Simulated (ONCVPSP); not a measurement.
Transferability test, ONCV potential for F

| Quantity | Value |
| --- | --- |
| Element | fluorine |
| Generator | ONCVPSP 4.0.1 |
| Type | optimised norm-conserving Vanderbilt (ONCV) |
| Functional | PBEsol |
| Relativity | scalar-relativistic |
| Frozen core | [He] |
| Valence charge | 7 |
| Reference configuration | 2s2 2p5 |
| Partial waves | 2s: rc 0.60 bohr, ncon 4, nbas 7, qcut 10.6 1/bohr, 2 projectors, debl 2 Ha; 2p: rc 1.05 bohr, ncon 4, nbas 7, qcut 13.5 1/bohr, 2 projectors, debl 2.3 Ha; d scattering state at 0.04 Ha: rc 1.00 bohr, ncon 4, nbas 8, qcut 9.5 1/bohr, 1 projector |
| Local potential | polynomial inside 0.60 bohr (lpopt 5, dvloc0 0 Ha) |
| Core correction | Teter function, fcfact 2.5, rcfact 1.6 |

Energies are relative to the spin-unpolarised reference configuration 2s2 2p5; without spin polarisation the order of configurations can differ from experiment.

| valence configuration | charge | ΔE all-electron (eV) | error AE − PS (meV) |
| --- | --- | --- | --- |
| 2s2 2p4 | +1 | 19.317 | +2.9 |
| 2s2 2p3 | +2 | 57.595 | +34 |
| 2s1 2p6 | 0 | 18.696 | +9.9 |

Task: What are ΔE and the potential's error for 2s2 2p2?

Result: ΔE = 118.084 eV all-electron; the error (AE − PS) is +152 meV.
